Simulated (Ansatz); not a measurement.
Geometry optimisation, RKS revPBE/def2-SVP in Ansatz.

Input file:

```yaml
crystal:
  periodic: [false, false, false]
  atoms:
    - { symbol: "N", position_ang: [0.397, 1.5596, -0.7881] }
    - { symbol: B, position_ang: [0.6727, 0.1153, -0.7693] }
    - { symbol: O, position_ang: [-0.4297, -0.8734, -0.745] }
    - { symbol: Al, position_ang: [-0.89911, -0.97719, -2.51801] }
    - { symbol: H, position_ang: [-0.2974, 1.7513, -1.6223] }
    - { symbol: H, position_ang: [-0.1853, 1.8395, 0.0695] }
    - { symbol: H, position_ang: [1.8264, -0.2316, -0.8731] }
    - { symbol: H, position_ang: [-2.00441, -0.05671, -3.15282] }
    - { symbol: H, position_ang: [-0.19767, -2.16811, -3.45706] }
basis:
  gaussian: { orbitals: def2-SVP }
hamiltonian:
  xc: revpbe
relax:
  f_tol: 0.015
  max_steps: 40
```

Command:

```bash
$ ansatz run input.yaml --threads 1 --pin off --max-ram 2048MiB --backend cpu --events-out ev --progress --plain --runs-dir out
```

Q: Where does it end, and by what steps?

A: The forces met the threshold. After 25 steps the energy has fallen by 1.961 eV; H8 moved furthest, 1.67 Å.

```tsv
step	energy less start (eV)	largest force component (eV/Å)	accepted
0	0.0000	2.150	yes
1	-0.4190	1.606	yes
2	-0.6098	0.981	yes
3	-0.7432	0.895	yes
4	-0.9833	0.699	yes
5	-1.2071	1.284	yes
6	-1.5351	1.543	yes
7	-1.7487	1.571	yes
8	-1.8322	0.678	yes
9	-1.8844	0.114	yes
10	-1.8892	0.210	yes
11	-1.8812	0.397	no
12	-1.8956	0.112	yes
13	-1.9017	0.150	yes
14	-1.9068	0.247	yes
15	-1.9135	0.191	yes
16	-1.9361	0.070	yes
17	-1.9474	0.158	yes
18	-1.9490	0.250	yes
19	-1.9520	0.213	yes
20	-1.9603	0.026	yes
21	-1.9608	0.027	yes
22	-1.9611	0.049	yes
23	-1.9611	0.041	yes
24	-1.9612	0.028	yes
25	-1.9613	0.013	yes
```

```xyz
9
Properties=species:S:1:pos:R:3
N 0.517 1.681 -0.627
B 0.352 0.275 -0.668
O -0.271 -0.342 -1.726
Al -1.006 -1.306 -2.938
H 0.190 2.308 -1.363
H 0.977 2.154 0.149
H 0.781 -0.389 0.268
H -2.572 -1.588 -2.821
H -0.086 -1.834 -4.131
```

Run time: 72 s on 1 thread of Arm Neoverse V1, on a shared host, peak memory 0.14 GiB.
